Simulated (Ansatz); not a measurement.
Reaction R1 + R2 → P1, each structure at its B3LYP-D3(BJ)/def2-TZVP stationary point, reached from a drawn start (curvature not checked).
R1: C atom, charge 0, multiplicity 3.
P1, CH2O (SMILES C=O) (charge 0, multiplicity 1, Z-matrix in Å and degrees):
```
C
O 1 1.1989
H 1 1.1075 2 122.05
H 1 1.1075 3 115.91 2 -180.00
```
R2, H2O (SMILES O) (charge 0, multiplicity 1):
```xyz
3

O      0.00000     0.00000     0.38961
H      0.00000     0.76499    -0.19486
H      0.00000    -0.76499    -0.19486
```

| level | reaction energy (kJ/mol) | minus CCSD(T)/CBS(cc-pVTZ, cc-pVQZ) |
|---|---|---|
| HF/cc-pVDZ | -429.6 | 159.1 |
| revPBE/def2-TZVPP | -615.1 | -26.3 |
| r2SCAN/def2-TZVPP | -604.5 | -15.7 |
| B97M-V/def2-TZVPP | -606.1 | -17.3 |
| PBE0/def2-TZVPP | -612.2 | -23.4 |
| MP2/cc-pVTZ | -603.7 | -14.9 |
| MP2/CBS(cc-pVTZ, cc-pVQZ) | -612.1 | -23.3 |
| SCS-MP2/cc-pVDZ | -583.9 | 4.9 |
| SCS-MP2/cc-pVTZ | -596.7 | -7.9 |
| CCSD/cc-pVDZ | -554.3 | 34.5 |
| CCSD/cc-pVTZ | -562.0 | 26.7 |
| CCSD/cc-pVQZ | -566.6 | 22.2 |
| CCSD(T)/cc-pVQZ | -584.6 | 4.2 |
| CCSD(T)/CBS(cc-pVTZ, cc-pVQZ) | -588.8 | 0.0 |

 The comparison column counts from a level with limits of its own.

P less R. No zero-point or thermal terms; singlets are restricted closed shells; open shells are unrestricted; no spin–orbit coupling.

Cores are frozen in the correlated methods. CBS: X⁻³ extrapolation of the correlation energy, Hartree–Fock from the larger set.

Codes used: Ansatz (Gaussian basis) for Hartree–Fock, density functionals and correlated methods. No computed number here is a measurement.

Ansatz is an electronic-structure program.
